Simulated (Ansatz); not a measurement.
These are frozen-core CCSD(T)/cc-pVTZ // PBE-D3(BJ)/def2-TZVP (Ansatz, a quantum-chemistry and plane-wave program) values and carry that method's errors. The restricted HF reference is unstable towards unrestricted orbitals.

Ansatz 0.2 input:
```yaml
crystal:
  periodic: [false, false, false]
  atoms:
    - { symbol: C, position_ang: [-1.150866, 0.152037, -0.177031] }
    - { symbol: C, position_ang: [0.088421, -0.242265, 0.569705] }
    - { symbol: O, position_ang: [0.116443, -0.682985, 1.706372] }
    - { symbol: C, position_ang: [1.433675, -0.076187, -0.163173] }
    - { symbol: O, position_ang: [1.53463, 0.348154, -1.293337] }
    - { symbol: H, position_ang: [-1.080702, 1.206342, -0.486394] }
    - { symbol: H, position_ang: [-1.222836, -0.427756, -1.11038] }
    - { symbol: H, position_ang: [-2.036846, -0.008764, 0.445778] }
    - { symbol: H, position_ang: [2.30938, -0.389839, 0.458957] }
basis:
  gaussian: { orbitals: cc-pVTZ }
correlation:
  method: ccsd_t
```

Output:

```
Functional definition: HF
1206 factors; integrals over basis functions are off by at most 9.6e-4 eV
mean field evaluation 1: about -7226.0414 eV, gradient 4.7e1 eV
mean field evaluation 2: about -7226.3119 eV, gradient 4.7e1 eV
mean field evaluation 4: about -7230.9194 eV, gradient 4.8e0 eV
mean field evaluation 8: about -7231.0296 eV, gradient 6.1e-1 eV
mean field evaluation 16: about -7231.0325 eV, gradient 2.5e-6 eV
mean field -7231.03245203 eV, -265.7355412423 hartree, gradient 2.5e-6 eV, S^2 0.000000; 0 other end points of the search recorded, 0 dependent functions left out; unrestricted orbitals would lower it
5 core orbitals not correlated
reference -7231.03245203 eV, -265.7355412423 hartree; 14, 14 occupied and 187, 187 virtual orbitals, 1206 factors
second order -25.66345584 eV of doubles, -0.00000000 eV of singles
cycle   1  -25.27467748 eV  change    3.9e-1 eV  update   1.3e-1
cycle   2  -25.98997555 eV  change   -7.2e-1 eV  update   4.3e-2
cycle   3  -26.18340020 eV  change   -1.9e-1 eV  update   2.1e-2
cycle   4  -26.16195570 eV  change    2.1e-2 eV  update   5.3e-3
cycle   5  -26.16157876 eV  change    3.8e-4 eV  update   2.4e-3
cycle   6  -26.16340812 eV  change   -1.8e-3 eV  update   7.7e-4
cycle   7  -26.16301414 eV  change    3.9e-4 eV  update   3.1e-4
cycle   8  -26.16293207 eV  change    8.2e-5 eV  update   9.5e-5
cycle   9  -26.16296008 eV  change   -2.8e-5 eV  update   3.5e-5
cycle  10  -26.16296040 eV  change   -3.3e-7 eV  update   1.4e-5
perturbative correction -1.17891981 eV, -0.0433245038 hartree
Total energy: -7258.37433224 eV, -266.7403368071 hartree
```

Cost: around 4 core-minutes (rough).
